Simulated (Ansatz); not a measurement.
Correlation energies of `C[B](F)[AlH2]` by basis set

Z-matrix (Å, degrees):
```
C
B 1 1.563
H 1 1.099 2 108.4
H 1 1.095 2 111.9 3 115.8
H 1 1.093 2 113.5 3 -120.0
F 2 1.340 1 116.9 3 109.7
Al 2 2.168 1 126.1 3 -69.1
H 7 1.594 2 121.3 1 -91.3
H 7 1.594 2 121.5 1 87.5
```

Charge 0, multiplicity 1. The geometry is a stationary point of PBE0-D4/def2-TZVP. Frozen core, restricted reference, the Gaussian-basis code of Ansatz. CBS rows extrapolate triple and quadruple zeta; past MP2 they add the triple-zeta difference.

| basis | HF (Eh) | MP2 corr. | CCSD corr. | (T) | CCSD(T) total |
| --- | --- | --- | --- | --- | --- |
| def2-SVP | ? | -0.47196 | -0.51672 | -0.01180 | ? |
| def2-TZVPP | ? | -0.60007 | -0.64028 | ? | ? |
| def2-QZVPP | ? | -0.64770 | – | – | – |
| CBS(def2) | -406.94084 | -0.68298 | -0.72319 | as TZ | -407.68475 |

Q: Fill in the withheld values. (Estimate.)

A: The calculation gave: def2-SVP HF (Eh): -406.64301; def2-SVP CCSD(T) total: -407.17153; def2-TZVPP HF (Eh): -406.92428; def2-TZVPP (T): -0.02072; def2-TZVPP CCSD(T) total: -407.58528; def2-QZVPP HF (Eh): -406.93884.
